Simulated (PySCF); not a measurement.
Vertical excitations of a molecule C3H9GeN from TDA-PBE/def2-SVPD run with PySCF, as energy in eV (oscillator strength): 3.73 (0.004), 5.17 (0.003), 5.33 (0.007), 5.71 (0.024), 5.92 (0.006), 6.20 (0.004), 6.27 (0.008), 6.49 (0.004), 6.51 (0.003), 6.68 (0.031). Lowest triplet (TDA): 3.64 eV. Geometry optimised at PBE0-D3(BJ)/def2-SVP. Other conformers were not sampled.

### Question
Pick the molecule that these values belong to.
A) C=[C]([GeH3])CN
B) CC(C)=[N][GeH3]
C) [GeH3][N]1CCC1
D) C=[CH][GeH2][NH]C

### Answer
D, C=[CH][GeH2][NH]C
